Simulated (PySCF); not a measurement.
Structure problem from calculated spectra and properties.

Formula: C7H10FP.

- UV, strongest line: among the 10 lowest singlet transitions: S8 at 7.32 eV (169 nm, f = 0.250) [TDDFT wB97X-D/def2-SVPD]
- 13C NMR: chemical shifts (computed TMS as zero) by class: 163.2 (1 C), 133.3 (1 C), 115.8 (1 C), 98.8 (1 C), 41.4 (1 C), 29.6 (1 C), 29.3 (1 C) ppm [GIAO KT2/pcSseg-1]
- Rotational structure: rotational constants A, B, C: 1.965, 1.021, 0.790 GHz [PBE0-D3(BJ)/def2-SVP]
- Polarisability: 105.5 au [wB97X-D/def2-SVPD]
- Dipole: 1.16 D [wB97X-D/def2-SVPD]
- Valence photoelectron: vertical ionisation energy: 8.82 eV [ΔSCF wB97X-D/def2-SVPD]
- 1H NMR: chemical shifts (computed TMS as zero) by class: 5.78 (1 H), 5.20 (1 H), 5.13 (1 H), 5.10 (1 H), 2.39 (2 H), 2.28 (2 H), 2.24 (2 H) ppm [GIAO KT2/pcSseg-1]

Electronic properties: PySCF, gas phase, density fitting. Levels stand in brackets. Isolated species at its PBE0-D3(BJ)/def2-SVP geometry (one conformer only). Each NMR value is the plain mean over a class of atoms that symmetry, rotation or inversion makes alike.

Q: Give a SMILES that accounts for the data.

A: Numbering: `[CH2:1]=[CH:2][CH2:3][P:4]1[CH2:5][CH:6]=[C:7]([F:8])[CH2:9]1`. 7 carbons fall into 7 classes; from least to most shielded: vinylic C–F carbon [C7] (163.2 ppm), alkene CH carbon [C2] (133.3 ppm), terminal =CH2 carbon [C1] (115.8 ppm), alkene CH carbon [C6] (98.8 ppm), chain sp3 carbon bound to phosphorus [C3] (41.4 ppm), ring sp3 carbon bound to phosphorus [C5] (29.6 ppm), ring sp3 carbon bound to phosphorus [C9] (29.3 ppm). Hydrogen classes from least to most shielded: 1 H on an alkene CH carbon, C2 (5.78 ppm), 1 H on a terminal =CH2 carbon, C1 (5.20 ppm), 1 H on a terminal =CH2 carbon, C1 (5.13 ppm), 1 H on an alkene CH carbon, C6 (5.10 ppm), 2 H on an sp3 carbon bound to phosphorus, C9 (2.39 ppm), 2 H on an sp3 carbon bound to phosphorus, C5 (2.28 ppm, a mean of values up to 0.8 ppm apart in this geometry), 2 H on an sp3 carbon bound to phosphorus, C3 (2.24 ppm). The first electron is taken from the HOMO, whose largest Löwdin shares are 0.55 on the phosphine phosphorus, 0.12 on an sp3 carbon bound to phosphorus and 0.07 on each of 2 atoms of one kind (sp3 carbon bound to phosphorus). The optimised geometry has point group C1 and is an asymmetric top. Structure: `C=CCP1CC=C(F)C1`. The assignments are read from this structure; whether some other isomer fits the data as well wasn't checked.
